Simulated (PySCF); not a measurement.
**MS anions for M along group 13**

MP2 with double-zeta basis sets in PySCF, for the lowest determinant that a PBE0 search found; no spin–orbit coupling. De refers to high-spin ground-configuration atoms (the charge goes to the atom of lower measured ionisation energy or higher electron affinity, which is not always the lowest computed limit).

```csv
M,basis,"reference, frozen orbitals",charged atom,state (unpaired electrons),Re (Å),ωe (cm⁻¹),De (eV)
B,aug-cc-pVDZ/aug-cc-pV(D+d)Z,"RHF, 6",S−,singlet (closed shell),1.704,1002,n/a
Al,def2-SVPD,"RHF, 10",S−,singlet (closed shell),2.118,568,n/a
In,def2-SVPD,"RHF, 9",S−,singlet (closed shell),2.367,378,n/a
Tl,def2-SVPD,"RHF, 9",S−,singlet (closed shell),2.445,338,n/a
```

The shortest bond is that of BS⁻ (1.704 Å), the longest that of TlS⁻ (2.445 Å).

The rows differ in basis set, which adds steps of its own.

Relativity is treated differently too: B no relativity; Al no relativity; In scalar-relativistic core potentials; Tl scalar-relativistic core potentials.

De is n/a where a free atom or ion gave no sound limit at this level.

Down a group bonds as a rule get longer and wavenumbers fall, partly through the reduced mass; this series shows no clear exception.

Correlated steps freeze the inner cores (6 to 10 orbitals); shallow outer-core shells are correlated. Spin–orbit coupling is left out, which matters for elements this heavy, above all for dissociation energies.
